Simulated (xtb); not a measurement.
C4H8Si2, SMILES [SiH2]1C(=CC=C1)[SiH3]. All values are semi-empirical tight-binding results from xtb (GFN2-xTB unless named), good for trends rather than for accurate numbers. Coordinates come from a GFN2-xTB optimisation. This is a generated structure with no PubChem entry under its InChIKey; it may be hypothetical.

Task: Estimate the properties. (Estimate from the structure and the level; the computed values follow.)

Result: 
```json
{
  "point_group_as_xtb_finds_it": "Cs",
  "orbital_gap": "2.84 eV",
  "dipole_moment": "0.49 D",
  "zero_point_energy": "58.6 kcal/mol",
  "G − E(el) at 298.15 K (modified RRHO)": "38.4 kcal/mol",
  "static polarisability (D4 model)": "100.8 bohr³",
  "solvation energy, GFN2-xTB/ALPB(water)": "0.6 kcal/mol",
  "solvation energy, GFN2-xTB/ALPB(dmso)": "-4.2 kcal/mol"
}
```
